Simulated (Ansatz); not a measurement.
Gas-phase reaction (SMILES): [Cl][Ge]([Cl])([Cl])[Cl] [tetrachlorogermane] -> [Cl][Ge]([Cl])[Cl] + Cl atom; the Cl-Ge bond at the site shown breaks (other sites are not compared here).

Each molecule is optimised on its own at B3LYP-D3(BJ)/def2-TZVP (Ansatz, a first-principles code). Valence correlation only, unless marked. Open shells are spin-unrestricted. No spin-orbit coupling. Frozen are the shells of the preceding noble gas and the d and f shells that filled before the atom's block. Non-relativistic. CBS marks a two-point X^-3 extrapolation of the correlation energy; Hartree-Fock from the larger set. Thermal terms are rigid-rotor harmonic-oscillator values from B3LYP-D3(BJ) frequencies (Ansatz) at 298.15 K and 1 atm. 1 Eh = 627.5095 kcal/mol. Atoms have translation alone.

| species | E, CCSD(T)/CBS(def2-TZVPP,def2-QZVPP) (Ansatz) (Eh) | E, PBE-D3(BJ)/def2-TZVPD (Ansatz + dftd3) (Eh) | H - E (Eh) |
|---|---|---|---|
| [Cl][Ge]([Cl])([Cl])[Cl] | -3914.80755 | -3916.98532 | 0.01375 |
| [Cl][Ge]([Cl])[Cl] | -3454.94733 | -3456.88405 | 0.01034 |
| Cl atom | -459.70849 | -459.95933 | 0.00236 |

Question: Work out ΔE and ΔH at 298.15 K at the first level, then ΔH at the second.

Answer: 
1. ΔE = [(-3454.94733) + (-459.70849)] - [(-3914.80755)] = 0.15173 Eh = 95.2 kcal/mol at CCSD(T)/CBS(def2-TZVPP,def2-QZVPP).
2. The terms H - E add up to -0.00105 Eh, so ΔH = (0.15173 + (-0.00105))×627.5095 = 94.6 kcal/mol.
3. At PBE-D3(BJ)/def2-TZVPD the same steps give ΔE = 89.1 and ΔH = 88.4 kcal/mol, a shift of -6.2 from the first level.
4. These values are not checked against measurement here, since the tables used lack a sound gas-phase enthalpy of formation for at least one species.
